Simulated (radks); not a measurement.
Values are calculated unless marked as measured or tabulated.
Question: The mean radii <r> (bohr) of the occupied orbitals of an atom or ion are listed with their occupations. Code: a radial shooting solver on a logarithmic mesh with Libxc functionals. Model: Dirac Kohn-Sham, PBEsol, spin-unpolarised, spherical densities, finite nucleus; Fermi nuclear charge, rms radius of each element as measured or else 0.836 A^(1/3) + 0.57 fm.

orbital  occ.      <r>
1s1/2       2  0.03430
2s1/2       2   0.1493
2p1/2       2   0.1271
2p3/2       4   0.1318
3s1/2       2   0.4155
3p1/2       2   0.4093
3p3/2       4   0.4199
3d3/2       4   0.3971
3d5/2       6   0.4006
4s1/2       2    1.058
4p1/2       2    1.151
4p3/2       4    1.181
4d3/2       2    1.607
4d5/2       3    1.623

Name the element and its charge. Open shells, if any, are shared by 2j + 1.

Answer: Z = 43, technetium, charge +2: Tc2+ in [Kr] 4d5. The 1s radius gives Z: for a bare nucleus <r> = (2 gamma + 1)/(2Z) with gamma = sqrt(1 - (Z/c)^2), 0.03371 bohr for Z = 43, and screening makes it slightly larger (0.03430 here). The occupations add up to 41, and the charge is Z minus that.
